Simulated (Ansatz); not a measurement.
Consider the cleavage of the Si–B bond: `[SiH3]B([SiH3])[SiH3]` + `O[SiH](O)S` → `O[SiH](O)S[SiH3]` + `[SiH3]B[SiH3]`.

Isolated molecules relaxed with PBE0-D4/def2-TZVP in Ansatz; ΔE leaves out vibrations. CBS: MP2 limit from def2 TZ/QZ plus the TZ coupled-cluster correction, frozen cores. Functionals use def2-TZVPP. HSE06 is defined as in plane-wave codes. Each species was taken in one conformer, which may not be the lowest.

Is it downhill or uphill in electronic energy at CCSD(T)/CBS, and by how much? (Best estimate.)

Computed: Downhill: ΔE = -63.7 kJ/mol.

What do these levels give: LDA (SPW92), BLYP-D4, r2SCAN-D4, HSE06-D4, PBE, PBE0, r2SCANh, r2SCAN0, CCSD/def2-TZVPP, CCSD(T)/def2-TZVPP, MP2/def2-QZVPP, SCS-MP2/def2-QZVPP? (Best estimate.)

Computed: LDA (SPW92) -48.6, BLYP-D4 -57.1, r2SCAN-D4 -60.1, HSE06-D4 -57.8, PBE -53.1, PBE0 -58.5, r2SCANh -61.7, r2SCAN0 -63.6, CCSD/def2-TZVPP -62.2, CCSD(T)/def2-TZVPP -61.2, MP2/def2-QZVPP -71.7, SCS-MP2/def2-QZVPP -71.5 kJ/mol.

Largest T1 diagnostic among the species: 0.015.

From PBE to PBE0 (25 % exact exchange), in def2-TZVPP and without D4, ΔE moves by −5.4 kJ/mol. Leaving LDA and LC-ωPBE aside and taking each functional with its dispersion term where it has one, the values, not all of them listed here, spread over 14.1 kJ/mol, from BHLYP-D4 to PBE-D4. LDA lies +4.5 kJ/mol from PBE without D4. In def2-TZVPP, CCSD(T) changes the Hartree–Fock value by +14.0 kJ/mol (the triples alone add +1.0 kJ/mol) and MP2 by +5.1 kJ/mol.
